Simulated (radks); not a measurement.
Effect of the nuclear size on neutral europium, [Xe] 4f7 6s2. Method: Dirac Kohn-Sham, PBE, spin-unpolarised, spherical densities, finite nucleus; open shells are shared between the two j in proportion to 2j + 1; Fermi nuclear charge, rms radius 5.1115 fm; computed with a radial shooting solver on a logarithmic mesh with Libxc functionals. The rms radius is varied about that value; shifts are against it.

rms radius (fm)  total energy shift (eV)  density at nucleus (e/bohr^3)  1s1/2 shift (meV)  2s1/2 shift (meV)  5s1/2 shift (meV)  5p1/2 shift (meV)  6s1/2 shift (meV)  4f7/2 shift (meV)  6p1/2 (empty) shift (meV)
4.447                              -4.58                      5.994e+05              -1890               -241              -1.76              0.235             -0.070              0.367                      0.074
4.7486                             -2.56                      5.898e+05              -1060               -135             -0.987              0.131             -0.039              0.205                      0.042
5.1115                                 0                      5.792e+05              0.000              0.000              0.000              0.000              0.000              0.000                      0.000
5.2802                              1.24                      5.746e+05                511               65.2              0.477             -0.063              0.019             -0.099                     -0.020
6.2514                              8.94                      5.511e+05               3690                471               3.45             -0.459              0.137             -0.718                     -0.145

Slopes of the eigenvalues against <r^2> in GHz/fm^2, as finite differences over the two radii next to the reference (eigenvalue slopes, not the field-shift constants of lines): 1s1/2 71100, 2s1/2 9070, 5s1/2 66.4, 5p1/2 -8.83, 6s1/2 2.65, 4f7/2 -13.8, 6p1/2 (empty) -2.80.
